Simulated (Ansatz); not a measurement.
Isolated molecules relaxed with PBE0-D4/def2-TZVP in Ansatz; ΔE leaves out vibrations. CCSD(T)/CBS adds triple-zeta CCSD(T) − MP2 to the extrapolated MP2 energy (def2 sets, frozen cores). Each species was taken in one conformer, which may not be the lowest.

Reaction (formal exchange of groups at the Si–O bond): `F[Si](F)(F)O[Si](Cl)(Cl)Cl` + `C=CCS` → `F[Si](F)(F)CS` + `C=CO[Si](Cl)(Cl)Cl`

```
                     species  CCSD/def2-TZVPP energy (Eh)
`F[Si](F)(F)O[Si](Cl)(Cl)Cl`                  -2332.08554
                     `C=CCS`                   -515.38163
             `F[Si](F)(F)CS`                  -1026.03684
        `C=CO[Si](Cl)(Cl)Cl`                  -1821.36634
```

Q: Work out ΔE.

A: ΔE = (-1026.03684) + (-1821.36634) − (-2332.08554) − (-515.38163) = 0.06399 Eh = +1.74 eV. CCSD(T)/CBS gives +1.71 eV.

Largest T1 diagnostic among the species: 0.011.

In def2-TZVPP, CCSD(T) changes the Hartree–Fock value by −0.20 eV (the triples alone add −0.04 eV) and MP2 by −0.17 eV. From PBE to PBE0 (25 % exact exchange), in def2-TZVPP and without D4, ΔE moves by +0.11 eV.
